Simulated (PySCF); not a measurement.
2,5-dihydro-1H-silol-1-amine (C4H9NSi), SMILES C1C=CC[SiH]1N. Atoms are numbered in the order given.

```xyz
15

N      2.0650    -0.5391     0.5249
Si     0.7829     0.0185    -0.5012
C     -0.6472    -1.2273    -0.5010
C     -1.7160    -0.5050     0.2751
C     -1.5372     0.7915     0.5752
C     -0.2771     1.4771     0.1181
H      1.8447    -0.8465     1.4663
H      2.9598    -0.0627     0.5095
H      1.4098     0.2931    -1.8300
H     -0.3657    -2.1897    -0.0401
H     -0.9868    -1.4716    -1.5238
H     -2.6271    -1.0323     0.5802
H     -2.2984     1.3474     1.1349
H     -0.4886     2.2042    -0.6876
H      0.2013     2.0541     0.9283
```

Coordinates come from a PBE0-D3(BJ)/def2-SVP optimisation. One conformer was computed; it need not be the lowest.

The numbers are results of HF/def2-TZVP in PySCF, not measurements.

Gas-phase values at a fixed geometry.

**Question.** Estimate the frontier levels, gap, dipole moment and polarisability. (An estimate is asked for; the answer gives what the named calculation found.)

**Answer.** 
```yaml
highest_occupied_level: -9.29 eV
lowest_empty_level: 3.50 eV
orbital_gap: 12.79 eV
dipole_moment: 1.09 D
quadrupole, principal values (traceless, Buckingham form, about the centre of nuclear charge): -4.88, -0.09, 4.97 D·Å
mean_static_polarisability: 72.2 bohr³ (10.70 Å³)
polarisability_principal_values: 60.5, 75.9, 80.1 bohr³
```
